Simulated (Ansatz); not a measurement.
A run for Ansatz (an electronic-structure program): R-PBE/def2-TZVPP on FH4NOSi (SMILES N[SiH](O)F), a point of a torsion scan.

Ansatz 0.2 input:
```yaml
crystal:
  periodic: [false, false, false]
  atoms:
    - {symbol: N, position_ang: [1.21478201, -0.34309845, -0.17911317]}
    - {symbol: Si, position_ang: [-0.29394131, 0.41310272, 0.10711929]}
    - {symbol: O, position_ang: [-1.47326035, -0.45122467, -0.57909101]}
    - {symbol: F, position_ang: [-0.23948908, 1.78224370, -0.71700871]}
    - {symbol: H, position_ang: [2.06221708, 0.18395153, -0.05871050]}
    - {symbol: H, position_ang: [1.35987463, -1.31097545, 0.04854706]}
    - {symbol: H, position_ang: [-0.61815037, 0.79357564, 1.47328849]}
    - {symbol: H, position_ang: [-2.00061238, -1.07826701, -0.09813211]}
basis:
  gaussian:
    orbitals: def2-TZVPP
hamiltonian:
  xc: {name: PBE}
scf: {lower_state_search: off}
```

Output:

```
WARN ansatz: RAYON_NUM_THREADS=1 ignored (pool sized by the plan → 1); use --threads N
Functional definition: PBE
these checks for a lower state are left out or cut short: stability, starts, cluster_reference, orbital_swaps, neighbouring_geometries, increment
integrals: 0.09 GiB planned
986 factors; their error is unknown
mean field: 0.70 GiB planned
mean field evaluation 1: about -14178.1853 eV, gradient 9.5e1 eV
mean field evaluation 2: about -14126.9376 eV, gradient 1.8e2 eV
mean field evaluation 4: about -14192.7775 eV, gradient 1.6e1 eV
mean field evaluation 8: about -14193.2065 eV, gradient 2.0e-1 eV
mean field evaluation 16: about -14193.1873 eV, gradient 7.6e-5 eV
mean field -14193.18732899 eV, -521.5900138525 hartree, gradient 9.0e-6 eV, S^2 0.000000; 0 other end points of the search recorded, 0 dependent functions left out
reference -14193.18736522 eV, -521.5900151837 hartree; 21, 21 occupied and 170, 170 virtual orbitals, 986 factors
Total energy: -14193.18736522 eV, -521.5900151837 hartree
Checks for a lower state left out: stability, starts, cluster_reference, orbital_swaps, neighbouring_geometries, increment
```

Self-consistency was reached.

Cost: roughly 3 core-seconds.
